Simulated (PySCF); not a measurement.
Ti(F)2(OH)2 (F2H2O2Ti), SMILES [OH][Ti]([OH])([F])[F], multiplicity 1. The structure is a stationary point at PBE-D3(BJ)/def2-SVP. The multiplicity is an assumed one; no other spin state was optimised. The structure was generated by enumeration; whether it is a known compound was not checked. Other conformers were not sampled.

Level of theory: PySCF with PBE-D3(BJ)/def2-SVP.

Harmonic wavenumbers (cm⁻¹): 105, 132, 182, 203, 219, 226, 259, 360, 447, 699, 780, 796, 800, 3776, 3789. Rotational constants (GHz): 3.291, 3.265, 3.206; symmetry number 1.

Question: Work out the zero-point energy and the ideal-gas rigid-rotor harmonic-oscillator thermochemistry at 298.15 K and 1 atm.

Answer: ZPE = ½ Σ hcν = ½ × 12774 cm⁻¹ = 18.26 kcal/mol. H − E(el) = 23.80 kcal/mol. Entropy in cal/(mol K): translation 40.26, rotation 26.64, vibration 19.10, total 86.00. G − E(el) = -1.84 kcal/mol. Cp = 26.62 cal/(mol K). Modes under 150 cm⁻¹ make the vibrational entropy uncertain.
